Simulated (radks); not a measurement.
B III, configuration [He] 2s1. Calculated with a radial shooting solver on a logarithmic mesh with Libxc functionals: scalar-relativistic Kohn-Sham, r2SCAN, spin-polarised, spherical densities, finite nucleus; open shells are filled with parallel spins first; meta-GGA in the generalised Kohn-Sham scheme; Fermi nuclear charge, rms radius 2.406 fm. Some entries of the table are withheld. Estimate them.

orbital,occ.,eigenvalue (Ry),<r^2> (bohr^2)
1s up,1,-15.75450,(1)
1s down,1,-15.70674,(2)
2s up,1,-2.41948,(3)
2p up,0,(4),3.080

Answer. 
(1) 1s up <r^2> (bohr^2): 0.1444
(2) 1s down <r^2> (bohr^2): 0.1448
(3) 2s up <r^2> (bohr^2): 3.092
(4) 2p up eigenvalue (Ry): -1.91298
